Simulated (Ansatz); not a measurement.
Geometry optimisation, RKS PBE-D4/def2-SVP in Ansatz 0.2.0.

Input file:

```yaml
crystal:
  periodic: [false, false, false]
  atoms:
    - { symbol: B, position_ang: [0.103489, -0.522474, -0.217727] }
    - { symbol: F, position_ang: [-0.270906, 0.425081, 2.092906] }
    - { symbol: H, position_ang: [1.130839, 0.104389, -0.364146] }
    - { symbol: F, position_ang: [-1.073508, -0.0433, -0.629879] }
    - { symbol: "N", position_ang: [0.14216, -1.901543, 0.329205] }
    - { symbol: H, position_ang: [-0.673978, -2.513781, 0.283173] }
    - { symbol: H, position_ang: [1.026918, -2.385109, 0.475061] }
    - { symbol: H, position_ang: [-0.174014, -0.502762, 2.064407] }
basis:
  gaussian: { orbitals: def2-SVP }
hamiltonian:
  xc: pbe
  dispersion: d4
relax:
  f_tol: 0.03
  max_steps: 50
```

Launched with:

```bash
$ ansatz run input.yaml --threads 1 --pin off --max-ram 2048MiB --backend cpu --events-out ev --progress --plain --runs-dir out
```

Problem. Where does it end, and by what steps?

Solution. It converged. After 7 steps the energy has fallen by 0.174 eV; F2 moved furthest, 0.36 Å.

| step | energy less start (eV) | largest force component (eV/Å) | accepted |
| --- | --- | --- | --- |
| 0 | 0.0000 | 2.060 | yes |
| 1 | -0.1259 | 0.871 | yes |
| 2 | -0.1261 | 1.024 | yes |
| 3 | -0.1632 | 0.267 | yes |
| 4 | -0.1710 | 0.243 | yes |
| 5 | -0.1732 | 0.143 | yes |
| 6 | -0.1738 | 0.094 | yes |
| 7 | -0.1740 | 0.027 | yes |

```xyz
8
Properties=species:S:1:pos:R:3
B 0.109 -0.528 -0.318
F -0.249 0.165 2.342
H 1.134 0.092 -0.499
F -1.051 -0.082 -0.813
N 0.112 -1.749 0.415
H -0.705 -2.365 0.418
H 0.990 -2.225 0.630
H -0.129 -0.647 1.859
```

Whether the end is a true minimum wasn't checked by a vibrational analysis.

Time of the run: 17 s on 1 thread of Arm Neoverse V1, with other jobs on the host, peak memory 0.13 GiB.
